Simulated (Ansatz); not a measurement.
Start from `F[Si]1(Cl)CCO1` and change one atom or group to get `N[Si]1(F)CCO1`.

Ansatz, PBE0-D4/def2-TZVP geometries, multiplicity 1. Each molecule was computed in one conformer, which needn't be the lowest.

```json
{"property": "HOMO energy (B3LYP/def2-TZVPP) / eV", "`F[Si]1(Cl)CCO1`": "-8.47"}
{"property": "HOMO–LUMO gap (PBE/def2-TZVPP) / eV", "`F[Si]1(Cl)CCO1`": "7.00"}
{"property": "HOMO–LUMO gap (PBE0/def2-TZVPP) / eV", "`F[Si]1(Cl)CCO1`": "9.53"}
{"property": "HOMO energy (ωB97M-V/def2-TZVPP) / eV", "`F[Si]1(Cl)CCO1`": "-11.09"}
{"property": "size of the dipole moment (B3LYP/def2-TZVPP) / D", "`F[Si]1(Cl)CCO1`": "2.77"}
{"property": "LUMO energy (ωB97M-V/def2-TZVPP) / eV", "`F[Si]1(Cl)CCO1`": "2.54"}
```

Give the same properties after the change, and the shifts. (Estimate.)

The calculation gave: 
| property | `N[Si]1(F)CCO1` | shift |
| --- | --- | --- |
| HOMO energy (B3LYP/def2-TZVPP) / eV | -7.61 | 0.86 |
| HOMO–LUMO gap (PBE/def2-TZVPP) / eV | 6.46 | -0.54 |
| HOMO–LUMO gap (PBE0/def2-TZVPP) / eV | 8.75 | -0.78 |
| HOMO energy (ωB97M-V/def2-TZVPP) / eV | -10.21 | 0.88 |
| size of the dipole moment (B3LYP/def2-TZVPP) / D | 2.43 | -0.34 |
| LUMO energy (ωB97M-V/def2-TZVPP) / eV | 2.29 | -0.25 |

With PBE0 the HOMO rises by 0.88 eV and the LUMO rises by 0.10 eV, so the gap narrows by about 0.78 eV. PBE moves the HOMO by 0.74 eV and ωB97M-V by 0.88 eV. Dipoles are sizes alone; their direction can turn.

B3LYP here is the variant with VWN-RPA as its local correlation; programs differ in this.
